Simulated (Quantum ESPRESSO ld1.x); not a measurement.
The numbers below are computed, except where a source is named.
Q: These are the eigenvalues of the occupied orbitals of an atom or ion with whole-number occupations (eV). Level of theory: non-relativistic Kohn-Sham, LDA (Slater exchange, Perdew-Wang correlation), spin-polarised, spherical densities, point nucleus (ld1.x of Quantum ESPRESSO 7.5).

1s up: -63718.2
1s down: -63718.2
2s up: -10487.7
2s down: -10487.5
2p up: -10056.6
2p down: -10056.4
3s up: -2406.15
3s down: -2406.06
3p up: -2205.72
3p down: -2205.63
3d up: -1830.84
3d down: -1830.70
4s up: -493.324
4s down: -493.147
4p up: -409.635
4p down: -409.446
4d up: -256.850
4d down: -256.619
5s up: -81.2078
5s down: -79.2944
4f up: -57.5027
4f down: -57.0949
5p up: -57.0413
5p down: -54.8897
5d up: -21.7306

Which element is it, and in what charge state? The configuration may be excited. Open shells, if any, are filled with parallel spins first.

A: Z = 74, tungsten, charge +2: W2+ in [Xe] 4f14 5d4. The list shows which subshells hold electrons but not how many an open one holds; the 1s level, -2341.6 hartree, gives Z - s = 68.4 by -(Z - s)^2/2, which with screening narrows Z to a few neighbours, and the depths of the outer levels then fix element, charge and occupations together.
